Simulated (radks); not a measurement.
Question: Tm VIII, configuration [Kr] 4d10 4f11 5s2 5p3. Method: scalar-relativistic Kohn-Sham, SCAN, spin-polarised, spherical densities, finite nucleus; open shells are filled with parallel spins first (spin-orbit coupling, left out, can overturn this in heavy ions); meta-GGA in the generalised Kohn-Sham scheme; Fermi nuclear charge, rms radius 5.2256 fm; computed with a radial shooting solver on a logarithmic mesh with Libxc functionals. Some entries of the table are withheld. Estimate them.

| orbital | occ. | eigenvalue (hartree) | <r^2> (bohr^2) |
|---|---|---|---|
| 1s up | 1 | -2185.497 | 0.0005486 |
| 1s down | 1 | -2185.485 | 0.0005486 |
| 2s up | 1 | -373.0490 | 0.008509 |
| 2s down | 1 | -373.0397 | 0.008508 |
| 2p up | 3 | -329.7225 | 0.006945 |
| 2p down | 3 | -329.7096 | 0.006945 |
| 3s up | 1 | -87.46452 | 0.05568 |
| 3s down | 1 | -87.39482 | 0.05562 |
| 3p up | 3 | -74.25606 | 0.05621 |
| 3p down | 3 | -74.18109 | 0.05614 |
| 3d up | 5 | -57.93515 | 0.04695 |
| 3d down | 5 | -57.87024 | 0.04687 |
| 4s up | 1 | -20.75260 | 0.2781 |
| 4s down | 1 | -20.60219 | 0.2787 |
| 4p up | 3 | -16.37860 | 0.3147 |
| 4p down | 3 | -16.23149 | 0.3152 |
| 4d up | 5 | (1) | 0.3723 |
| 4d down | 5 | (2) | 0.3720 |
| 5s up | 1 | -5.73101 | 1.455 |
| 5s down | 1 | -5.49879 | 1.452 |
| 5p up | 3 | -4.56735 | 1.810 |
| 4f up | 7 | -4.15605 | 0.5808 |
| 4f down | 4 | -3.97656 | 0.5773 |

Answer: 
(1) 4d up eigenvalue (hartree): -10.55403
(2) 4d down eigenvalue (hartree): -10.39953
